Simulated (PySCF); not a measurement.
## Electronic structure of Mo³⁺ (molybdenum, charge +3) at the UHF level

Configuration: [Kr] 4d3, high-spin 4F determinant. Computed with PySCF 2.14 in aug-cc-pVTZ-PP with one added diffuse shell each of s, p, d, f, g type with ECP28MDF (7s7p6d4f3g, 113 functions), with scalar relativity through the core potential.

```json
{
 "Total energy": "-65.603536 hartree",
 "One-electron energy": "-100.9640 hartree",
 "Hartree (Coulomb) energy": "41.8830 hartree",
 "Exchange energy": "-6.5225 hartree",
 "⟨S²⟩": "3.7545",
 "⟨L²⟩": "12.059",
 "Sum of ⟨r⟩": "14.50 bohr",
 "Sum of ⟨r²⟩": "21.94 bohr²"
}
```

```
shell  electrons  mean orbital energy (eV)  rms radius, mean of both spins (bohr)
 4s α          1                   -113.98                                   1.18
 4s β          1                   -109.14                                   1.18
 4p α          3                   -82.924                                   1.31
 4p β          3                   -76.614                                   1.31
 4d α          3                   -40.408                                   1.72
```

Energies and moments cover only the electrons outside the core potential.
